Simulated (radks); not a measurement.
Values are calculated unless marked as measured or tabulated.
Problem. These are the eigenvalues of the occupied orbitals of an atom or ion with whole-number occupations (eV). Code: a radial shooting solver on a logarithmic mesh with Libxc functionals. Model: scalar-relativistic Kohn-Sham, r2SCAN, spin-polarised, spherical densities, finite nucleus; meta-GGA in the generalised Kohn-Sham scheme; Fermi nuclear charge, rms radius of each element as measured or else 0.836 A^(1/3) + 0.57 fm.

1s up: -6410.037
1s down: -6404.024
2s up: -1126.892
2s down: -1118.346
2p up: -1027.153
2p down: -1016.225
3s up: -414.9797

Which element is it, and in what charge state? The configuration may be excited. Open shells, if any, are filled with parallel spins first.

Solution. Z = 24, chromium, charge +14: Cr14+ in [He] 2s2 2p5 3s1. The list shows which subshells hold electrons but not how many an open one holds; the 1s level, -235.56 hartree, gives Z - s = 21.7 by -(Z - s)^2/2, which with screening and relativity narrows Z to a few neighbours, and the depths of the outer levels then fix element, charge and occupations together.
